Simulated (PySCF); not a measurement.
Removal energies of Cr¹⁴⁺ from EOM-IP-GCCSD

Reference: closed-shell Cr¹⁴⁺, [Ne]; one electron is removed. Calculated with PySCF 2.14, two-component X2C-1e with screened spin-orbit coupling, an uncontracted even-tempered set (18 s from 0.58 bohr⁻², ratio 2.6; 12 p from 0.75 bohr⁻², ratio 2.6; 6 d from 0.77 bohr⁻², ratio 2.8; 3 f from 27 bohr⁻², ratio 2.8); frozen 1s2; the 50 highest virtual spinors dropped; of the others 44 kept and the rest restored at second order. No Breit or QED terms. Binding energies in eV.

```
level  Koopmans
2s1/2    1130.7
2p1/2    1022.1
2p3/2    1012.9
```

**Question.** How does correlation move these levels?

**Answer.** 2s1/2: second order 1127.5, EOM-CCSD 1127.6; 2p1/2: second order 1020.0, EOM-CCSD 1020.2; 2p3/2: second order 1010.9, EOM-CCSD 1011.0.

For comparison, the ionisation energy of Cr¹⁴⁺ is 1011.6 ± 0.5 eV (semi-empirical (NIST evaluation); NIST Atomic Spectra Database, ionization energies).

The screened spin-orbit operator tends to give fine-structure splittings of light species too large.
